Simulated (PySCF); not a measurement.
Se(OH)(OSiH3) (H4O2SeSi), SMILES O[Se]O[SiH3].

The structure is a stationary point at PBE-D3(BJ)/def2-SVP. This is a generated structure with no PubChem entry under its InChIKey; it may be hypothetical. Other conformers were not sampled.

Level of theory: TDA-PBE/def2-SVPD run with PySCF.

Vertical excitations. Isolated molecule, no solvent.

Give excitation energies, oscillator strengths and character. (The exact figures need the calculation; the answer reports its results.)


| state | energy (eV) | λ (nm) | f | main pairs |
|---|---|---|---|---|
| S1 | 3.47 | 358 | 0.001 | HOMO→LUMO 94 % |
| S2 | 3.77 | 329 | 0.002 | HOMO→LUMO+1 92 % |
| S3 | 4.98 | 249 | 0.018 | HOMO→LUMO+2 98 % |
| S4 | 5.38 | 231 | 0.004 | HOMO−1→LUMO 90 % |
| S5 | 5.45 | 228 | 0.005 | HOMO→LUMO+3 95 % |
| S6 | 5.54 | 224 | 0.003 | HOMO−1→LUMO+1 83 % |
| S7 | 5.84 | 212 | 0.012 | HOMO−2→LUMO+1 53 %, HOMO−2→LUMO 31 % |
| S8 | 5.94 | 209 | 0.023 | HOMO→LUMO+4 78 %, HOMO−2→LUMO+1 12 % |
| S9 | 6.07 | 204 | 0.027 | HOMO−2→LUMO 24 %, HOMO−2→LUMO+1 22 %, HOMO−3→LUMO 13 %, HOMO→LUMO+4 11 % |
| S10 | 6.17 | 201 | 0.003 | HOMO→LUMO+5 59 %, HOMO→LUMO+6 37 % |
| T1 | 2.75 | 450 | 0 | HOMO→LUMO 99 % |
| T2 | 2.89 | 428 | 0 | HOMO→LUMO+1 99 % |
| T3 | 4.78 | 260 | 0 | HOMO→LUMO+2 99 % |
| T4 | 4.98 | 249 | 0 | HOMO−1→LUMO 93 % |
Triplets are in the Tamm–Dancoff approximation.
